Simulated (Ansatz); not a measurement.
Ansatz (an electronic-structure program) input file for C2H9NOSi, SMILES CC[Si@@H](N)O, PBE-D3(BJ)/def2-SVP. 

Ansatz 0.2 input:
```yaml
crystal:
  periodic: [false, false, false]
  atoms:
    - {symbol: C, position_ang: [2.13241887, -0.93375151, 0.23480986]}
    - {symbol: C, position_ang: [1.15368124, 0.14768874, 0.68369876]}
    - {symbol: Si, position_ang: [-0.38620288, 0.27401967, -0.38122529]}
    - {symbol: N, position_ang: [-1.22474714, -1.22713860, -0.32081388]}
    - {symbol: O, position_ang: [-1.36497891, 1.51737978, 0.17290639]}
    - {symbol: H, position_ang: [3.00655893, -1.00441364, 0.90119024]}
    - {symbol: H, position_ang: [1.64516683, -1.92048367, 0.20933204]}
    - {symbol: H, position_ang: [2.50986347, -0.73741897, -0.78161134]}
    - {symbol: H, position_ang: [1.64752078, 1.13598114, 0.70560114]}
    - {symbol: H, position_ang: [0.82057444, -0.03204064, 1.72231002]}
    - {symbol: H, position_ang: [-0.03014445, 0.51794954, -1.81525106]}
    - {symbol: H, position_ang: [-1.47990070, -1.61076360, 0.58312730]}
    - {symbol: H, position_ang: [-1.95154982, -1.41819488, -1.00140897]}
    - {symbol: H, position_ang: [-0.98478874, 2.40041811, 0.16525906]}
basis:
  gaussian:
    orbitals: def2-SVP
hamiltonian:
  xc: pbe
  dispersion: d3bj
relax: {f_tol: 0.002, max_steps: 200}
```

Output:

```
WARN ansatz: RAYON_NUM_THREADS=1 ignored (pool sized by the plan → 1); use --threads N
Functional definition: PBE
integrals: 0.06 GiB planned
1349 factors; their error is unknown
mean field: 0.35 GiB planned
mean field evaluation 1: about -13600.5385 eV, gradient 9.5e1 eV
mean field evaluation 2: about -13559.4131 eV, gradient 1.6e2 eV
mean field evaluation 4: about -13619.1556 eV, gradient 1.2e1 eV
mean field evaluation 8: about -13619.5112 eV, gradient 2.7e-1 eV
mean field evaluation 16: about -13619.4380 eV, gradient 4.7e-4 eV
mean field -13619.43802399 eV, -500.5051157948 hartree, gradient 1.7e-5 eV, S^2 0.000000; 0 other end points of the search recorded, 0 dependent functions left out
the calculation of the forces begins
reference -13619.43806178 eV, -500.5051171836 hartree; 25, 25 occupied and 94, 94 virtual orbitals, 1349 factors
relax step   1: F+E_penalty+E_count = -13619.72701877 eV  Δ(F+E_penalty+E_count) = +0.000e0 eV  max|allowed force component| = 5.361e-1 eV/Å  Δτ_max = 0.0000 Å  (29 SCF iters, accepted)
these checks for a lower state are left out or cut short: starts, cluster_reference, orbital_swaps, neighbouring_geometries, increment
integrals: 0.06 GiB planned
1349 factors; their error is unknown
mean field: 0.35 GiB planned
mean field -13619.45842143 eV, -500.5058653870 hartree, gradient 1.5e-5 eV, S^2 0.000000; 0 other end points of the search recorded, 0 dependent functions left out
the calculation of the forces begins
reference -13619.45845942 eV, -500.5058667832 hartree; 25, 25 occupied and 94, 94 virtual orbitals, 1349 factors
relax step   2: F+E_penalty+E_count = -13619.74615282 eV  Δ(F+E_penalty+E_count) = -1.913e-2 eV  max|allowed force component| = 2.467e-1 eV/Å  Δτ_max = 0.0200 Å  (31 SCF iters, accepted)
these checks for a lower state are left out or cut short: starts, cluster_reference, orbital_swaps, neighbouring_geometries, increment
integrals: 0.06 GiB planned
1349 factors; their error is unknown
mean field: 0.35 GiB planned
mean field evaluation 32: about -13619.4624 eV, gradient 1.6e-5 eV
mean field -13619.46244176 eV, -500.5060131316 hartree, gradient 1.6e-5 eV, S^2 0.000000; 0 other end points of the search recorded, 0 dependent functions left out
the calculation of the forces begins
reference -13619.46247985 eV, -500.5060145314 hartree; 25, 25 occupied and 94, 94 virtual orbitals, 1349 factors
relax step   3: F+E_penalty+E_count = -13619.74955122 eV  Δ(F+E_penalty+E_count) = -3.398e-3 eV  max|allowed force component| = 7.512e-2 eV/Å  Δτ_max = 0.0089 Å  (32 SCF iters, accepted)
these checks for a lower state are left out or cut short: starts, cluster_reference, orbital_swaps, neighbouring_geometries, increment
integrals: 0.06 GiB planned
1349 factors; their error is unknown
mean field: 0.35 GiB planned
mean field -13619.46291613 eV, -500.5060305641 hartree, gradient 1.6e-5 eV, S^2 0.000000; 0 other end points of the search recorded, 0 dependent functions left out
the calculation of the forces begins
reference -13619.46295423 eV, -500.5060319646 hartree; 25, 25 occupied and 94, 94 virtual orbitals, 1349 factors
relax step   4: F+E_penalty+E_count = -13619.74999364 eV  Δ(F+E_penalty+E_count) = -4.424e-4 eV  max|allowed force component| = 2.772e-2 eV/Å  Δτ_max = 0.0050 Å  (32 SCF iters, accepted)
these checks for a lower state are left out or cut short: starts, cluster_reference, orbital_swaps, neighbouring_geometries, increment
integrals: 0.06 GiB planned
1349 factors; their error is unknown
mean field: 0.35 GiB planned
mean field -13619.45929581 eV, -500.5058975200 hartree, gradient 1.6e-5 eV, S^2 0.000000; 0 other end points of the search recorded, 0 dependent functions left out
the calculation of the forces begins
reference -13619.45933388 eV, -500.5058989191 hartree; 25, 25 occupied and 94, 94 virtual orbitals, 1349 factors
relax step   5: F+E_penalty+E_count = -13619.74740241 eV  Δ(F+E_penalty+E_count) = +2.591e-3 eV  max|allowed force component| = 1.493e-1 eV/Å  Δτ_max = 0.0265 Å  (31 SCF iters, rejected (line search))
these checks for a lower state are left out or cut short: starts, cluster_reference, orbital_swaps, neighbouring_geometries, increment
integrals: 0.06 GiB planned
1349 factors; their error is unknown
mean field: 0.35 GiB planned
mean field -13619.46309220 eV, -500.5060370349 hartree, gradient 1.6e-5 eV, S^2 0.000000; 0 other end points of the search recorded, 0 dependent functions left out
the calculation of the forces begins
reference -13619.46313032 eV, -500.5060384355 hartree; 25, 25 occupied and 94, 94 virtual orbitals, 1349 factors
relax step   6: F+E_penalty+E_count = -13619.75045735 eV  Δ(F+E_penalty+E_count) = -4.637e-4 eV  max|allowed force component| = 8.789e-3 eV/Å  Δτ_max = 0.0127 Å  (31 SCF iters, accepted)
these checks for a lower state are left out or cut short: starts, cluster_reference, orbital_swaps, neighbouring_geometries, increment
integrals: 0.06 GiB planned
1349 factors; their error is unknown
mean field: 0.35 GiB planned
mean field -13619.46320114 eV, -500.5060410382 hartree, gradient 1.3e-5 eV, S^2 0.000000; 0 other end points of the search recorded, 0 dependent functions left out
the calculation of the forces begins
reference -13619.46323926 eV, -500.5060424389 hartree; 25, 25 occupied and 94, 94 virtual orbitals, 1349 factors
relax step   7: F+E_penalty+E_count = -13619.75046815 eV  Δ(F+E_penalty+E_count) = -1.080e-5 eV  max|allowed force component| = 8.144e-3 eV/Å  Δτ_max = 0.0038 Å  (23 SCF iters, accepted)
these checks for a lower state are left out or cut short: starts, cluster_reference, orbital_swaps, neighbouring_geometries, increment
integrals: 0.06 GiB planned
1349 factors; their error is unknown
mean field: 0.35 GiB planned
mean field evaluation 64: about -13619.4632 eV, gradient 2.3e-4 eV
mean field -13619.46319378 eV, -500.5060407678 hartree, gradient 1.3e-5 eV, S^2 0.000000; 0 other end points of the search recorded, 0 dependent functions left out
the calculation of the forces begins
reference -13619.46323190 eV, -500.5060421684 hartree; 25, 25 occupied and 94, 94 virtual orbitals, 1349 factors
relax step   8: F+E_penalty+E_count = -13619.75048066 eV  Δ(F+E_penalty+E_count) = -1.251e-5 eV  max|allowed force component| = 1.925e-3 eV/Å  Δτ_max = 0.0036 Å  (23 SCF iters, accepted)
these checks for a lower state are left out or cut short: starts, cluster_reference, orbital_swaps, neighbouring_geometries, increment
integrals: 0.06 GiB planned
1349 factors; their error is unknown
mean field: 0.35 GiB planned
mean field -13619.46319635 eV, -500.5060408621 hartree, gradient 7.6e-6 eV, S^2 0.000000; 0 other end points of the search recorded, 0 dependent functions left out
the calculation of the forces begins
reference -13619.46323446 eV, -500.5060422628 hartree; 25, 25 occupied and 94, 94 virtual orbitals, 1349 factors
relax step   9: F+E_penalty+E_count = -13619.75048414 eV  Δ(F+E_penalty+E_count) = -3.489e-6 eV  max|allowed force component| = 2.248e-3 eV/Å  Δτ_max = 0.0026 Å  (22 SCF iters, accepted)
these checks for a lower state are left out or cut short: starts, cluster_reference, orbital_swaps, neighbouring_geometries, increment
integrals: 0.06 GiB planned
1349 factors; their error is unknown
mean field: 0.35 GiB planned
mean field -13619.46320247 eV, -500.5060410869 hartree, gradient 1.6e-5 eV, S^2 0.000000; 0 other end points of the search recorded, 0 dependent functions left out
the calculation of the forces begins
reference -13619.46324058 eV, -500.5060424875 hartree; 25, 25 occupied and 94, 94 virtual orbitals, 1349 factors
relax step  10: F+E_penalty+E_count = -13619.75049021 eV  Δ(F+E_penalty+E_count) = -6.067e-6 eV  max|allowed force component| = 2.489e-3 eV/Å  Δτ_max = 0.0060 Å  (32 SCF iters, accepted)
these checks for a lower state are left out or cut short: starts, cluster_reference, orbital_swaps, neighbouring_geometries, increment
integrals: 0.06 GiB planned
1349 factors; their error is unknown
mean field: 0.35 GiB planned
mean field -13619.46321565 eV, -500.5060415715 hartree, gradient 1.6e-5 eV, S^2 0.000000; 0 other end points of the search recorded, 0 dependent functions left out
the calculation of the forces begins
reference -13619.46325377 eV, -500.5060429722 hartree; 25, 25 occupied and 94, 94 virtual orbitals, 1349 factors
relax step  11: F+E_penalty+E_count = -13619.75049830 eV  Δ(F+E_penalty+E_count) = -8.084e-6 eV  max|allowed force component| = 6.993e-3 eV/Å  Δτ_max = 0.0106 Å  (31 SCF iters, accepted)
these checks for a lower state are left out or cut short: starts, cluster_reference, orbital_swaps, neighbouring_geometries, increment
integrals: 0.06 GiB planned
1349 factors; their error is unknown
mean field: 0.35 GiB planned
mean field -13619.46321381 eV, -500.5060415037 hartree, gradient 1.6e-5 eV, S^2 0.000000; 0 other end points of the search recorded, 0 dependent functions left out
the calculation of the forces begins
reference -13619.46325192 eV, -500.5060429044 hartree; 25, 25 occupied and 94, 94 virtual orbitals, 1349 factors
relax step  12: F+E_penalty+E_count = -13619.75050242 eV  Δ(F+E_penalty+E_count) = -4.123e-6 eV  max|allowed force component| = 7.810e-3 eV/Å  Δτ_max = 0.0060 Å  (32 SCF iters, accepted)
these checks for a lower state are left out or cut short: starts, cluster_reference, orbital_swaps, neighbouring_geometries, increment
integrals: 0.06 GiB planned
1349 factors; their error is unknown
mean field: 0.35 GiB planned
mean field evaluation 96: about -13619.4632 eV, gradient 1.6e-4 eV
mean field -13619.46321528 eV, -500.5060415578 hartree, gradient 2.6e-5 eV, S^2 0.000000; 0 other end points of the search recorded, 0 dependent functions left out
the calculation of the forces begins
reference -13619.46325339 eV, -500.5060429584 hartree; 25, 25 occupied and 94, 94 virtual orbitals, 1349 factors
relax step  13: F+E_penalty+E_count = -13619.75050515 eV  Δ(F+E_penalty+E_count) = -2.731e-6 eV  max|allowed force component| = 5.812e-3 eV/Å  Δτ_max = 0.0047 Å  (23 SCF iters, accepted)
these checks for a lower state are left out or cut short: starts, cluster_reference, orbital_swaps, neighbouring_geometries, increment
integrals: 0.06 GiB planned
1349 factors; their error is unknown
mean field: 0.35 GiB planned
mean field -13619.46321245 eV, -500.5060414538 hartree, gradient 9.2e-6 eV, S^2 0.000000; 0 other end points of the search recorded, 0 dependent functions left out
the calculation of the forces begins
reference -13619.46325056 eV, -500.5060428543 hartree; 25, 25 occupied and 94, 94 virtual orbitals, 1349 factors
relax step  14: F+E_penalty+E_count = -13619.75050624 eV  Δ(F+E_penalty+E_count) = -1.091e-6 eV  max|allowed force component| = 1.921e-3 eV/Å  Δτ_max = 0.0025 Å  (23 SCF iters, accepted)
integrals: 0.06 GiB planned
1349 factors; their error is unknown
mean field: 0.35 GiB planned
mean field -13619.46321245 eV, -500.5060414538 hartree, gradient 9.2e-6 eV, S^2 0.000000; 1 other end points of the search recorded, 0 dependent functions left out
the calculation of the forces begins
reference -13619.46325056 eV, -500.5060428543 hartree; 25, 25 occupied and 94, 94 virtual orbitals, 1349 factors
Total energy: -13619.75054435 eV, -500.5166007064 hartree
Atom 0 at     2.143474    -0.934832     0.235246 Å, force    -0.000597     0.000381     0.000060 eV/Å
Atom 1 at     1.159311     0.153663     0.685106 Å, force    -0.000084    -0.000267    -0.000201 eV/Å
Atom 2 at    -0.389896     0.275612    -0.389365 Å, force     0.000076    -0.000553    -0.000423 eV/Å
Atom 3 at    -1.222865    -1.245129    -0.325852 Å, force    -0.000214     0.000357     0.000369 eV/Å
Atom 4 at    -1.392442     1.522478     0.167103 Å, force     0.001921     0.001247    -0.000167 eV/Å
Atom 5 at     3.024084    -1.007933     0.906589 Å, force     0.000018     0.000067     0.000132 eV/Å
Atom 6 at     1.649902    -1.927425     0.208484 Å, force     0.000111    -0.000116    -0.000004 eV/Å
Atom 7 at     2.524342    -0.738450    -0.788728 Å, force    -0.000132    -0.000077     0.000052 eV/Å
Atom 8 at     1.655625     1.149934     0.706920 Å, force    -0.000127     0.000163    -0.000044 eV/Å
Atom 9 at     0.821767    -0.025693     1.731034 Å, force     0.000219    -0.000040     0.000356 eV/Å
Atom 10 at    -0.029721     0.503948    -1.836607 Å, force    -0.000306     0.000285    -0.000096 eV/Å
Atom 11 at    -1.515695    -1.593017     0.591710 Å, force     0.000024    -0.000094    -0.000328 eV/Å
Atom 12 at    -1.959439    -1.425135    -1.012893 Å, force     0.000310     0.000147     0.000185 eV/Å
Atom 13 at    -0.974977     2.401211     0.199177 Å, force    -0.001220    -0.001499     0.000109 eV/Å
Dipole moment:     0.020973     0.068336     0.113677 e Å
```

The run converged.

Cost: about 40 core-seconds (a rough figure).
